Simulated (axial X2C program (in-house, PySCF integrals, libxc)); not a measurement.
**How long does LiZn⁺ take?**

A bond scan computed with an in-house all-electron X2C program for linear molecules (integrals from PySCF). Basis: Zn dyall-cv3z [9s10p6d3f2g], Li dyall-cv3z [7s8p2d] (cores contracted in-house).

Input:
```json
{
 "zs": [
  30,
  3
 ],
 "q": 1,
 "bas": [
  "dyall-cv3z",
  "dyall-cv3z"
 ],
 "levels": [
  "PBE0",
  "HF",
  "TPSSh"
 ],
 "cc": true,
 "r0": 2.51,
 "thr": -2.0,
 "nmax": 90,
 "npts": 10,
 "nst": 2,
 "ntry": 6
}
```
```bash
python so2c.py task.json out
```

Keys: zs atomic numbers; q charge; bas basis sets; levels methods; cc coupled cluster on or off; r0 starting distance in Å; thr threshold in hartree for freezing inner shells (an s shell follows its p shell); nmax most natural virtual spinors; npts points on the curve; nst determinants followed; ntry starts of the search. HF also brings MP2.

Hardware: 1 thread of Arm Neoverse N1, on a shared host.

Wall time of one point of each curve, integrals apart:

| Hamiltonian | level | points | seconds a point |
| --- | --- | --- | --- |
| spin-free | PBE0 | 10 | 0.32 |
| spin-free | HF | 10 | 0.15 |
| spin-free | CCSD(T) (12 electrons, 90 virtuals) | 7 | 8.9 |
| spin-free | TPSSh | 10 | 0.58 |
| 2c | PBE0 | 10 | 0.36 |
| 2c | HF | 10 | 0.2 |
| 2c | CCSD(T) (12 electrons, 90 virtuals) | 7 | 9 |
| 2c | TPSSh | 10 | 0.66 |

The rest:

Search with its distance optimisation 16 s, atoms 30 s, whole task 200 s. Coupled cluster runs on the points near the minimum only. The program drops outer points, and coupled cluster, when its time limit (not in the input) nears; MP2, further determinants and curves that did not converge are not in the table.
